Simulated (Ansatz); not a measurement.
A nudged elastic band was laid between two geometries of a periodic cell of 19 atoms, Nb16H2C (surface Nb(100), adsorbate CH2).

Theory: DFT PBE-D3(BJ), scalar-relativistic, plane waves, PAW (Ansatz 0.2.0). Settings: cutoff 420 eV, k mesh 3x3x1, gaussian smearing 0.1 eV, no spin polarisation.

```json
{
 "movable images": "5",
 "climbing image": "yes",
 "spring": "2.0 to 10.0 eV/Å², energy-weighted",
 "optimiser": "quadratic models (default)",
 "start path": "IDPP",
 "force threshold": "0.05 eV/Å",
 "iteration limit": "34",
 "end points": "relaxed",
 "atoms held": "1 to 4"
}
```

Initial state:

```xyz
19
Lattice="6.6000 0.0000 0.0000 0.0000 6.6000 0.0000 0.0000 0.0000 17.9500" Properties=species:S:1:pos:R:3
Nb 1.650 1.650 1.000
Nb 4.950 1.650 1.000
Nb 1.650 4.950 1.000
Nb 4.950 4.950 1.000
Nb 0.001 0.001 2.469
Nb 3.303 -0.006 2.479
Nb 0.000 3.310 2.466
Nb 3.301 3.313 2.477
Nb 1.675 1.658 4.090
Nb 4.930 1.659 4.097
Nb 1.667 4.957 4.128
Nb 4.936 4.956 4.134
Nb 0.011 0.191 5.566
Nb 3.304 -0.137 5.845
Nb 0.013 3.156 5.565
Nb 3.286 3.452 5.853
C 3.304 -1.640 7.372
H 4.232 -1.667 7.978
H 2.398 -1.599 8.008
```

Final state:

```xyz
19
Lattice="6.6000 0.0000 0.0000 0.0000 6.6000 0.0000 0.0000 0.0000 17.9500" Properties=species:S:1:pos:R:3
Nb 1.650 1.650 1.000
Nb 4.950 1.650 1.000
Nb 1.650 4.950 1.000
Nb 4.950 4.950 1.000
Nb 0.003 -0.006 2.479
Nb 3.301 0.001 2.469
Nb 0.001 3.313 2.477
Nb 3.300 3.310 2.466
Nb 1.630 1.659 4.097
Nb 4.975 1.658 4.090
Nb 1.636 4.956 4.134
Nb 4.967 4.957 4.128
Nb 0.004 -0.137 5.845
Nb 3.311 0.191 5.566
Nb -0.014 3.452 5.853
Nb 3.313 3.156 5.565
C 6.604 -1.640 7.372
H 7.532 -1.667 7.978
H 5.698 -1.599 8.008
```

**Question.** What changes between the two ends?

**Answer.** Contacts lost: Nb14–C17, Nb16–C17. Contacts made: Nb13–C17, Nb15–C17. The atom that moves furthest is C17, by 3.30 Å; four of its nearest neighbours are H19 1.11, H18 1.11, Nb16 2.14, Nb14 2.14 Å at the first end and H19 1.11, H18 1.11, Nb15 2.14, Nb13 2.14 Å at the last.

**Question.** What energy profile does the band end with?

**Answer.** The calculation hadn't finished when its time ran out. The highest image is number 0 of 0 to 6, 0.000 eV above the ends, which have the same energy within 2 meV. The band didn't meet its force threshold, so its energies are provisional: the largest band force was still 0.08 eV/Å, and over the last iterations the top stayed at 0.00 eV. Inner images lie below an end point, which means an intermediate or an end that isn't the lowest structure nearby. Limits of this set-up: coarse k mesh, thin slab, slab without dipole correction, a typed lattice constant that wasn't relaxed here.

```tsv
image	path coordinate (Å)	energy (eV)	Nb14–C17 (Å)	Nb16–C17 (Å)	Nb13–C17 (Å)
0	0.00	0.000	2.14	2.14	4.18
1	1.40	-0.054	2.20	2.11	3.89
2	2.80	-0.592	2.29	2.27	2.89
3	4.20	-1.104	2.34	2.35	2.35
4	5.60	-0.919	2.50	2.40	2.31
5	6.99	-0.096	3.70	3.09	2.22
6	8.39	0.000	4.18	4.17	2.14
```

Run time: 75 min on 4 threads of Arm Neoverse V1, on a shared host, peak memory 4.9 GiB.
